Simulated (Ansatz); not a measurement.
A nudged elastic band was laid between two geometries of C₃H₈Si (12 atoms, charge 0, multiplicity 1).

Level of theory: Ansatz, RKS PBE-D4/def2-SVP.

* movable images: 7
* climbing image: yes
* spring: 5.0 eV/Å²
* optimiser: lbfgs
* start path: IDPP
* force threshold: 0.03 eV/Å
* iteration limit: 60
* end points: relaxed

Initial state:

```xyz
12
Properties=species:S:1:pos:R:3
C -0.254 0.916 -1.082
C 0.107 -0.427 -0.461
C 0.796 -0.358 0.909
Si -1.179 -1.517 0.492
H -0.851 0.783 -2.007
H -0.862 1.527 -0.383
H 0.648 1.507 -1.358
H 0.700 -1.048 -1.163
H 0.737 0.644 1.372
H 0.292 -1.062 1.695
H 1.834 -0.744 0.924
H -1.892 -0.277 1.095
```

Final state:

```xyz
12
Properties=species:S:1:pos:R:3
C 0.037 0.808 -1.194
C -0.031 -0.493 -0.404
C 0.654 -0.468 0.970
Si -1.584 -1.003 0.632
H -0.585 0.752 -2.111
H -0.342 1.659 -0.591
H 1.074 1.052 -1.517
H 0.338 -1.348 -1.005
H -0.039 -0.880 1.819
H 1.522 -1.149 1.066
H 0.909 0.554 1.308
H -1.874 0.460 1.059
```

**Question.** Which bonds break or form, and what moves?

**Answer.** No bond is made or broken. The dihedral Si4–C2–C3–H11 goes from 121 to -110°. The two ends are copies of one structure, up to a mirror image or an exchange of like atoms.

**Question.** Give the energies along the band, and the barrier.

**Answer.** The run converged. The highest image is number 4 of 0 to 8, 0.121 eV above the ends, which have the same energy within 2 meV. The order of the stationary point at the top wasn't checked.

```
image  path coordinate (Å)  energy (eV)  dihedral Si4–C2–C3–H11 (°)
    0                 0.00        0.000                         121
    1                 0.45        0.030                         136
    2                 0.90        0.087                         153
    3                 1.36        0.112                         170
    4                 1.81        0.121                        -173
    5                 2.28        0.105                        -156
    6                 2.74        0.060                        -140
    7                 3.21        0.018                        -124
    8                 3.67        0.000                        -110
```

**Question.** What is the geometry of the highest image?

**Answer.** 
```xyz
12
Properties=species:S:1:pos:R:3
C -0.028 0.787 -1.132
C -0.052 -0.516 -0.336
C 0.735 -0.440 0.999
Si -1.669 -1.093 0.537
H -0.638 0.708 -2.056
H -0.438 1.632 -0.540
H 1.004 1.064 -1.448
H 0.380 -1.343 -0.940
H 0.239 0.222 1.750
H 0.891 -1.435 1.467
H 1.745 0.000 0.841
H -2.092 0.360 0.892
```

The run took 7.5 min on 2 threads of Intel(R) Xeon(R) Platinum 8375C CPU @ 2.90GHz (Ice Lake), with other jobs on the host, peak memory 0.15 GiB.
